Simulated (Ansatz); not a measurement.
One change: `[NH2][Nb](=[S])([Cl])[Cl]` becomes `[NH2][Ta](=[S])([Cl])[Cl]`.

Ansatz, PBE0-D4/def2-TZVP geometries, multiplicity 1. Each molecule was computed in one conformer, which needn't be the lowest.

Elements past krypton have def2 core potentials.

| property | `[NH2][Nb](=[S])([Cl])[Cl]` |
| --- | --- |
| LUMO energy (PBE0/def2-TZVPP) / eV | -2.80 |
| size of the dipole moment (PBE/def2-TZVPP) / D | 3.30 |
| HOMO–LUMO gap (B3LYP/def2-TZVPP) / eV | 4.82 |
| LUMO energy (ωB97M-V/def2-TZVPP) / eV | -0.75 |
| LUMO energy (B3LYP/def2-TZVPP) / eV | -2.97 |
| HOMO energy (B3LYP/def2-TZVPP) / eV | -7.79 |

(1) What does the change do to each property? (Best estimate.)

## Answers

(1) Computed: 
```csv
property,`[NH2][Ta](=[S])([Cl])[Cl]`,shift
LUMO energy (PBE0/def2-TZVPP) / eV,-2.33,0.47
size of the dipole moment (PBE/def2-TZVPP) / D,3.41,0.11
HOMO–LUMO gap (B3LYP/def2-TZVPP) / eV,5.11,0.29
LUMO energy (ωB97M-V/def2-TZVPP) / eV,-0.26,0.49
LUMO energy (B3LYP/def2-TZVPP) / eV,-2.50,0.47
HOMO energy (B3LYP/def2-TZVPP) / eV,-7.61,0.18
```

With PBE0 the HOMO rises by 0.17 eV and the LUMO rises by 0.47 eV, so the gap widens by about 0.30 eV. PBE moves the HOMO by 0.16 eV and ωB97M-V by 0.18 eV. Dipoles are sizes alone; their direction can turn.

B3LYP here is the variant with VWN-RPA as its local correlation; programs differ in this.
